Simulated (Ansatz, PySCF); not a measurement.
Al2H4, SMILES [AlH2][AlH2-], charge -1, multiplicity 2. Atoms are numbered in the order given.

```xyz
6

Al    -0.0063     0.0200     1.2203
Al     0.0050    -0.0478    -1.2359
H      1.3212     0.0440     2.1574
H     -1.3422     0.0479     2.1452
H      1.3411    -0.0756    -2.1606
H     -1.3224    -0.0717    -2.1731
```
Charge -1, spin multiplicity 2.

Coordinates come from a ωB97X-D3(BJ)/def2-TZVPD optimisation.

Two levels are set side by side: PBE-D3(BJ)/def2-TZVPD (Ansatz, a quantum-chemistry and plane-wave program) and ωB97X-D3(BJ)/def2-TZVPD (PySCF). Each level has its own optimised geometry; the coordinates shown are those of the second. Frequencies come from the Hessian of PySCF at each geometry. Differences are taken from unrounded values.

```csv
quantity,ωB97X-D3(BJ)
mean bond length (Å),1.792
bond Al1–Al2 (Å),2.457
bond Al1–H3 (Å),1.625
bond Al1–H4 (Å),1.625
bond Al2–H5 (Å),1.625
bond Al2–H6 (Å),1.625
highest harmonic wavenumber (cm⁻¹),1780
mean harmonic wavenumber (cm⁻¹),908
zero-point energy (kcal/mol),15.57
```

Question: What does PBE-D3(BJ) give, and how far is it from ωB97X-D3(BJ)? (An estimate is asked for; the answer gives what the named calculation found.)

Answer: 
```csv
quantity,PBE-D3(BJ),PBE-D3(BJ) minus ωB97X-D3(BJ)
mean bond length (Å),1.809,0.018
bond Al1–Al2 (Å),2.498,0.041
bond Al1–H3 (Å),1.637,0.012
bond Al1–H4 (Å),1.637,0.012
bond Al2–H5 (Å),1.637,0.012
bond Al2–H6 (Å),1.637,0.012
highest harmonic wavenumber (cm⁻¹),1712,-68
mean harmonic wavenumber (cm⁻¹),859,-49
zero-point energy (kcal/mol),14.73,-0.85
```

Exact exchange shortens and stiffens bonds; PBE has none. Differences between two approximate levels are no errors against the true value.
